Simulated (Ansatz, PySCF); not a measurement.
Species: SbF2, net charge -1, singlet state. 
Structure (B3LYP-D3(BJ)/def2-TZVP (Ansatz, a first-principles code) minimum search):
```xyz
3

Sb     0.0376    -0.0234     0.3517
F      0.6547     1.3321    -0.9935
F     -0.8679    -1.1993    -0.9993
```
Charge -1, spin multiplicity 1.

Total electronic energies in hartree. Cores are frozen in the correlated levels unless marked. Spin-orbit coupling is left out. Frozen are the shells of the preceding noble gas and the d and f shells that filled before the atom's block. Past Kr the def2 sets carry scalar-relativistic core potentials. CBS(X,Y): correlation extrapolated as X^-3; Hartree-Fock from the larger set.

```tsv
level	program	energy (Eh)
HF/def2-TZVPP	Ansatz	-438.28957
RI-HF/def2-QZVPPD	Ansatz	-438.30750
PBE-D4/def2-TZVPD	Ansatz + dftd4	-439.94022
r2SCAN-D3(BJ)/def2-TZVPD	Ansatz + dftd3	-440.13494
B3LYP-D4/def2-TZVPD	Ansatz + dftd4	-440.21475
B3LYP/def2-TZVPD	Ansatz	-440.21162
PBE0-D3(BJ)/def2-TZVP	Ansatz + dftd3	-439.93053
r2SCANh/def2-TZVPD	Ansatz	-440.10845
r2SCAN0-D4/def2-TZVPD	Ansatz + dftd4	-440.07086
PW6B95-D4/def2-TZVPD	PySCF + dftd4	-440.47705
MN15-D3(BJ)/def2-TZVPD	PySCF + dftd3	-439.40864
MN15/def2-TZVPD	PySCF	-439.40863
LC-wPBE-D4/def2-TZVPD	Ansatz + dftd4	-440.04932
PBE-QIDH/def2-TZVPD	Ansatz	-439.63073
MP2/def2-SVP	Ansatz	-438.46598
RI-MP2/def2-TZVPPD	Ansatz	-438.93172
SCS-MP2/def2-SVP	Ansatz	-438.45082
CCSD/def2-SVP	Ansatz	-438.47931
CCSD/def2-TZVPP	Ansatz	-438.92374
CCSD(T)/def2-TZVPP	Ansatz	-438.94409
CCSD(T)/def2-TZVPPD	Ansatz	-438.96055
CCSD(T)/def2-QZVPPD	Ansatz	-439.02837
CCSD(T)/CBS(def2-TZVPPD,def2-QZVPPD)	Ansatz	-439.0689
```

Totals of different functionals don't rank their quality; only differences between species are comparable.
